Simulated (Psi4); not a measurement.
Cl4Nb (SMILES [Cl][Nb+]([Cl])([Cl])[Cl]), charge +1, singlet, at a GFN2-xTB geometry (such geometries of metal compounds can be far from the true shape) (the multiplicity is a formal guess) (core potentials on Nb).

Here is a job for Psi4.
```
memory 2 GB

molecule {
1 1
Nb    0.00000000   -0.00000000   -0.00000000
Cl    1.75003973   -0.57248653   -1.12766703
Cl    0.57437860    0.48187250    2.02482121
Cl   -0.91522032    1.72637359   -0.91870495
Cl   -1.40919800   -1.63575957    0.02155077
}

set {
  basis def2-svp
}

energy('b3lyp')
print_variables()
```

**Question.** What does this run give for the total energy, nuclear repulsion energy, number of basis functions?

**Answer.** 
| Item | Result |
|---|---|
| total energy | -1897.217283 Ha |
| nuclear repulsion energy | 476.8970 Eh |
| number of basis functions | 103 |

**Question.** Roughly what does it cost on one core?

**Answer.** about 14 core-seconds (a rough figure).
